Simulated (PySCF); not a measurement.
# One molecule, several mistakes: AlH4N2Si cation

These are calculations, not measurements. The program is PySCF 2.14.0, an open-source quantum chemistry code, run on an isolated molecule that a program drew, which may never have been made. The molecule is AlH4N2Si cation (charge +1, singlet), drawn as the SMILES string `N[SiH]=[N][AlH+]`.

Each row is a Hartree-Fock (HF) and frozen-core CCSD(T) single point in the cc-pV(D+d)Z basis, meant for a local HF minimum. Run 1 is clean. Each other run has one planted mistake out of seven kinds, and not every kind appears here: one electron removed, one electron added, multiplicity raised by two, geometry at a saddle point, minimal basis STO-3G, one bond length entered in bohr, all coordinates scaled. The reference is restricted for singlets and unrestricted otherwise, and also for a bond in bohr. Adding or removing an electron swaps singlet and doublet. Electrons count all cores. HOMO and LUMO are orbital energies over both spins, the gradient is its largest component, and the lowest frequency (negative if imaginary) is given only where the gradient is small. Bond lengths are over the 7 bonds as drawn. T1 is the CCSD diagnostic: over 0.02 (restricted) or 0.045 (unrestricted) a single reference is doubtful.

Geometry of the clean run:
```xyz
8
AlH4N2Si cation, angstrom
N     0.7782   -0.5094   -1.5588
Si   -0.1695   -0.3995   -0.2163
N     0.3630   -0.5031    1.2838
Al    0.7640   -0.5903    2.8867
H     1.7716   -0.6511   -1.5420
H     0.4101   -0.4400   -2.4905
H    -1.5718   -0.1937   -0.5592
H     1.1509   -0.6736    4.3744
```

```
run  electrons  basis functions  <S^2>  HOMO (eV)  LUMO (eV)  gradient (hartree/bohr)  lowest frequency (cm^-1)  mean bond (Å)  longest bond (Å)      T1  HF (hartree)  CCSD(T) (hartree)                          mistake
  1         44               94  0.000     -15.47      -2.93                  3.2e-05                       103         1.4146             1.655  0.0171    -641.91487         -642.42530                         no fault
  2         44               94  1.034     -12.49      -4.02                  5.0e-02                         -         1.6173             3.014  0.0274    -641.71170         -642.20368  one bond length entered in bohr
  3         45               94  0.778      -3.89       2.10                  6.6e-02                         -         1.4146             1.655  0.0534    -642.03859         -642.56850               one electron added
  4         44               94  0.000     -15.16      -3.01                  2.6e-02                         -         1.4556             1.703  0.0187    -641.90679         -642.42472           all coordinates scaled
  5         43               94  0.758     -21.45     -11.52                  1.2e-01                         -         1.4146             1.655  0.0195    -641.43160         -641.89377             one electron removed
  6         44               94  2.019      -9.66      -5.54                  1.2e-01                         -         1.4146             1.655  0.0647    -641.76293         -642.24073                                ?
```

**Which mistake was planted in run 6, and what did it cost?**

Electrons, basis and geometry are unchanged, and <S^2> is 2.019, beside S(S+1) = 2.00 for a multiplicity of 3. So the mistake is: multiplicity raised by two. Subtracting run 1 and multiplying by 627.51 kcal/mol a hartree, the energy moved by 95.3 kcal/mol in HF and 115.8 kcal/mol in CCSD(T).

Cautions from the logs. Run 3: T1 is over the limit, so its CCSD(T) energy is less reliable; run 6: T1 is over the limit, so its CCSD(T) energy is less reliable.
